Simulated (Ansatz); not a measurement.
Reaction (atomization): `O[SiH](Cl)[SiH2]F` → Cl• + F• + 4 H• + O• + 2 Si•

Isolated molecules relaxed with PBE0-D4/def2-TZVP in Ansatz; ΔE leaves out vibrations. CCSD(T)/CBS adds triple-zeta CCSD(T) − MP2 to the extrapolated MP2 energy (def2 sets, frozen cores). This one scheme is used for every species, atoms too. DFT in def2-TZVPP. HSE06 is defined as in plane-wave codes. No spin–orbit coupling; open shells (•) take unrestricted orbitals. Spin–orbit coupling would lower the free atoms: a little for Cl, F, O, Si. Each species was taken in one conformer, which may not be the lowest.

`O[SiH](Cl)[SiH2]F`:

```xyz
9

O    -0.775   -0.586    1.805
Si    0.293   -0.796    0.581
Cl    2.215   -0.364    1.193
Si   -0.177    0.633   -1.227
F    -0.430    2.096   -0.605
H    -0.907    0.302    2.142
H     0.243   -2.236    0.245
H     0.950    0.721   -2.189
H    -1.413    0.230   -1.946
```

```json
{"level": "PBE0-D4", "ΔE (kJ/mol)": "3071.5", "difference from CCSD(T)/CBS": "-59.9"}
{"level": "HSE06-D4", "ΔE (kJ/mol)": "3073.3", "difference from CCSD(T)/CBS": "-58.1"}
{"level": "BHLYP-D4", "ΔE (kJ/mol)": "3012.6", "difference from CCSD(T)/CBS": "-118.8"}
{"level": "CAM-B3LYP-D4", "ΔE (kJ/mol)": "3113.1", "difference from CCSD(T)/CBS": "-18.3"}
{"level": "PBE-QIDH", "ΔE (kJ/mol)": "3072.2", "difference from CCSD(T)/CBS": "-59.2"}
{"level": "PBE", "ΔE (kJ/mol)": "3099.0", "difference from CCSD(T)/CBS": "-32.4"}
{"level": "r2SCANh", "ΔE (kJ/mol)": "3089.4", "difference from CCSD(T)/CBS": "-42.0"}
{"level": "r2SCAN0", "ΔE (kJ/mol)": "3055.2", "difference from CCSD(T)/CBS": "-76.2"}
{"level": "CAM-B3LYP", "ΔE (kJ/mol)": "3093.3", "difference from CCSD(T)/CBS": "-38.1"}
{"level": "SCS-MP2/def2-TZVPP", "ΔE (kJ/mol)": "3076.0", "difference from CCSD(T)/CBS": "-55.4"}
{"level": "CCSD(T)/CBS", "ΔE (kJ/mol)": "3131.4", "difference from CCSD(T)/CBS": "0"}
```

Largest T1 diagnostic among the species: 0.012.

From BLYP to BHLYP (50 % exact exchange), in def2-TZVPP and without D4, ΔE moves by −50.8 kJ/mol: exact exchange takes away binding that semilocal exchange gives to molecules. The D4 term adds +36.3 kJ/mol with B3LYP and +19.1 kJ/mol with PBE0; it sums over pairs of atoms, weighted by their polarisabilities, and B3LYP, whose exchange is more repulsive, gets the larger term. Leaving LDA and LC-ωPBE aside and taking each functional with its dispersion term where it has one, the values, not all of them listed here, spread over 120.8 kJ/mol, from BHLYP-D4 to ωB97X-V. LDA lies +423.1 kJ/mol from PBE without D4, its usual overbinding.

B3LYP here is the variant with VWN-RPA as its local correlation; programs differ in this.

For atomizations the MP2-based limit and the directly extrapolated one differ by several kJ/mol either way, and by 10 to 25 for some Ge, Se and Sn compounds, so smaller differences from it don't rank the levels.
